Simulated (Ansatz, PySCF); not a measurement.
This PySCF input computes a SVWN5/def2-TZVPD energy:

```python
from pyscf import gto, scf, dft

mol = gto.M(
    atom='''
    Pb   -0.00000000    0.00000000   -0.00000000
    H     1.02232937    1.02969445    0.99620867
    H     1.00998283   -1.02860803   -1.00983163
    H    -1.02359071    1.00249564   -1.02231319
    H    -1.00872149   -1.00358207    1.03593616
    ''',
    basis='def2-tzvpd',
    ecp='def2-tzvp',
    charge=0,
    spin=0,
    verbose=4,
)

mf = dft.RKS(mol, xc='svwn').density_fit(auxbasis='def2-universal-jkfit')
mf.grids.level = 3
mf.conv_tol = 1e-9
mf.max_cycle = 100
mf.max_memory = 1500
mf.kernel()
if not mf.converged:
    mf = mf.newton()
    mf.kernel(mf.make_rdm1())
mf.analyze()
```

Task: Write an input for the same energy in Ansatz (a first-principles code) and say what it gives.

Result: 
Ansatz 0.2 input:
```yaml
crystal:
  periodic: [false, false, false]
  atoms:
    - {symbol: Pb, position_ang: [-0.00000000, 0.00000000, -0.00000000]}
    - {symbol: H, position_ang: [1.02232937, 1.02969445, 0.99620867]}
    - {symbol: H, position_ang: [1.00998283, -1.02860803, -1.00983163]}
    - {symbol: H, position_ang: [-1.02359071, 1.00249564, -1.02231319]}
    - {symbol: H, position_ang: [-1.00872149, -1.00358207, 1.03593616]}
basis:
  gaussian:
    orbitals: def2-TZVPD
hamiltonian:
  xc: {name: SVWN5}
output: {forces: true}
```
It gives -194.89723 Eh, and PySCF -194.89725 Eh, a difference of 0.02 mEh, from the treatment of integrals and grids.
